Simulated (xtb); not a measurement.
xtb input (GFN1-xTB):

```bash
xtb mol.xyz --gfn 1 --sp --chrg -1 --uhf 0
```
mol.xyz:
```
6

B     -0.27022806    -0.66963628     0.31892411
H     -1.17342216    -1.47140610     0.40207577
O      0.82618180    -1.03693406     1.13523972
H      1.52048099    -0.37518832     1.04024732
P     -0.26875362     0.85399829    -0.72281691
H     -1.57406871     0.68027390    -1.27660778
```

Output:

```
           -------------------------------------------------
          |                Calculation Setup                |
           -------------------------------------------------

           -------------------------------------------------
          |                 G F N 1 - x T B                 |
           -------------------------------------------------

        Reference                      10.1021/acs.jctc.7b00118
      * Hamiltonian:
        H0-scaling (s, p, d)           1.850000    2.250000    2.000000
        zeta-weighting                 0.000000
      * Dispersion:
        s8                             2.400000
        a1                             0.630000
        a2                             5.000000
        s9                             0.000000
      * Repulsion:
        kExp                           1.500000
        rExp                           1.000000
      * Coulomb:
        alpha                          2.000000
        third order                    atomic
        anisotropic                    false
      * Halogen bond correction:
        rad-scale                      1.300000
        damping                        0.440000

          ...................................................
          :                      SETUP                      :
          :.................................................:
          :  # basis functions                  24          :
          :  # atomic orbitals                  23          :
          :  # shells                           13          :
          :  # electrons                        18          :
          :  # halogen bonds                     0          :
          :  max. iterations                   250          :
          :  Hamiltonian                  GFN1-xTB          :
          :  restarted?                      false          :
          :  GBSA solvation                  false          :
          :  PC potential                    false          :
          :  electronic temp.          300.0000000     K    :
          :  accuracy                    1.0000000          :
          :  -> integral cutoff          0.2500000E+02      :
          :  -> integral neglect         0.1000000E-07      :
          :  -> SCF convergence          0.1000000E-05 Eh   :
          :  -> wf. convergence          0.2000000E-04 e    :
          :  Broyden damping             0.4000000          :
          :  net charge                         -1          :
          :  unpaired electrons                  0          :
          ...................................................

 iter      E             dE          RMSdq      gap      omega  full diag
   1    -10.5617707 -0.105618E+02  0.731E+00    3.72       0.0  T
   2    -10.5727234 -0.109527E-01  0.438E+00    3.70       1.0  T
   3    -10.5663161  0.640726E-02  0.145E+00    3.38       1.0  T
   4    -10.5748227 -0.850660E-02  0.474E-01    3.55       1.0  T
   5    -10.5753075 -0.484745E-03  0.580E-02    3.60       1.0  T
   6    -10.5753163 -0.883138E-05  0.698E-03    3.59       5.8  T
   7    -10.5753165 -0.133763E-06  0.185E-03    3.59      22.1  T
   8    -10.5753165 -0.146241E-07  0.449E-04    3.59      90.9  T
   9    -10.5753165 -0.625562E-09  0.168E-04    3.59     242.5  T
  10    -10.5753165 -0.358948E-10  0.125E-04    3.59     327.8  T

   *** convergence criteria satisfied after 10 iterations ***

         #    Occupation            Energy/Eh            Energy/eV
      -------------------------------------------------------------
         1        2.0000           -0.5218618             -14.2006
       ...           ...                  ...                  ...
         3        2.0000           -0.3767844             -10.2528
         4        2.0000           -0.3100716              -8.4375
         5        2.0000           -0.2800219              -7.6198
         6        2.0000           -0.2301401              -6.2624
         7        2.0000           -0.1883743              -5.1259
         8        2.0000           -0.1062613              -2.8915
         9        2.0000           -0.0577273              -1.5708 (HOMO)
        10                          0.0741821               2.0186 (LUMO)
        11                          0.0956652               2.6032
        12                          0.1532382               4.1698
        13                          0.1872535               5.0954
        14                          0.2003474               5.4517
       ...                                ...                  ...
        23                          1.3234997              36.0143
      -------------------------------------------------------------
                  HL-Gap            0.1319093 Eh            3.5894 eV
             Fermi-level            0.0082274 Eh            0.2239 eV

 SCC (total)                   0 d,  0 h,  0 min,  0.008 sec
 SCC setup                      ...        0 min,  0.000 sec (  1.593%)
 Dispersion                     ...        0 min,  0.000 sec (  0.772%)
 classical contributions        ...        0 min,  0.000 sec (  0.356%)
 integral evaluation            ...        0 min,  0.002 sec ( 24.181%)
 iterations                     ...        0 min,  0.002 sec ( 31.743%)
 molecular gradient             ...        0 min,  0.003 sec ( 37.622%)
 printout                       ...        0 min,  0.000 sec (  3.453%)

         :::::::::::::::::::::::::::::::::::::::::::::::::::::
         ::                     SUMMARY                     ::
         :::::::::::::::::::::::::::::::::::::::::::::::::::::
         :: total energy             -10.511331665627 Eh    ::
         :: gradient norm              0.058715800897 Eh/a0 ::
         :: HOMO-LUMO gap              3.589435976844 eV    ::
         ::.................................................::
         :: SCC energy               -10.575316467159 Eh    ::
         :: -> electrostatic           0.185451772536 Eh    ::
         :: repulsion energy           0.065369584007 Eh    ::
         :: dispersion energy         -0.001384782476 Eh    ::
         :: halogen bond corr.         0.000000000000 Eh    ::
         :: add. restraining           0.000000000000 Eh    ::
         :: total charge              -1.000000000000 e     ::
         :::::::::::::::::::::::::::::::::::::::::::::::::::::

           -------------------------------------------------
          |                Property Printout                |
           -------------------------------------------------

    * Orbital Energies and Occupations

         #    Occupation            Energy/Eh            Energy/eV
      -------------------------------------------------------------
         1        2.0000           -0.5218618             -14.2006
         2        2.0000           -0.3923984             -10.6777
         3        2.0000           -0.3767844             -10.2528
         4        2.0000           -0.3100716              -8.4375
         5        2.0000           -0.2800219              -7.6198
         6        2.0000           -0.2301401              -6.2624
         7        2.0000           -0.1883743              -5.1259
         8        2.0000           -0.1062613              -2.8915
         9        2.0000           -0.0577273              -1.5708 (HOMO)
        10                          0.0741821               2.0186 (LUMO)
        11                          0.0956652               2.6032
        12                          0.1532382               4.1698
        13                          0.1872535               5.0954
        14                          0.2003474               5.4517
        15                          0.2441956               6.6449
        16                          0.3151366               8.5753
Note: The following floating-point exceptions are signalling: IEEE_DENORMAL
normal termination of xtb
        17                          0.3345949               9.1048
        18                          0.4083775              11.1125
        19                          0.5306221              14.4390
        20                          0.5676401              15.4463
       ...                                ...                  ...
        23                          1.3234997              36.0143
      -------------------------------------------------------------
                  HL-Gap            0.1319093 Eh            3.5894 eV
             Fermi-level            0.0082274 Eh            0.2239 eV

  Mulliken/CM5 charges         n(s)   n(p)   n(d)
     1B     0.08679 -0.08914   0.953  1.960  0.000
     2H    -0.19840 -0.09123   1.198  0.000  0.000
     3O    -0.63209 -0.77958   1.698  4.934  0.000
     4H     0.26856  0.45198   0.731  0.000  0.000
     5P    -0.38041 -0.42962   1.786  3.592  0.002
     6H    -0.14445 -0.06243   1.144  0.000  0.000

Wiberg/Mayer (AO) data.
largest (>0.10) Wiberg bond orders for each atom

 ---------------------------------------------------------------------------
     #   Z sym  total        # sym  WBO       # sym  WBO       # sym  WBO
 ---------------------------------------------------------------------------
     1   5 B    3.549 --     5 P    1.647     3 O    0.952     2 H    0.932
     2   1 H    0.977 --     1 B    0.932
     3   8 O    1.953 --     1 B    0.952     4 H    0.918
     4   1 H    0.960 --     3 O    0.918
     5  15 P    2.741 --     1 B    1.647     6 H    0.988
     6   1 H    1.015 --     5 P    0.988
 ---------------------------------------------------------------------------

Topologies differ in total number of bonds
Writing topology from bond orders to xtbtopo.mol

 dipole moment from electron density (au)
     X       Y       Z
   0.7836   0.4216   0.1153  total (Debye):    2.281

           -------------------------------------------------
          | TOTAL ENERGY              -10.511331665627 Eh   |
          | GRADIENT NORM               0.058715800897 Eh/α |
          | HOMO-LUMO GAP               3.589435976844 eV   |
           -------------------------------------------------

------------------------------------------------------------------------
------------------------------------------------------------------------
 total:
 SCF:
```

It need not be the lowest isomer of its formula. Whether it binds its extra electron was not tested at this geometry.
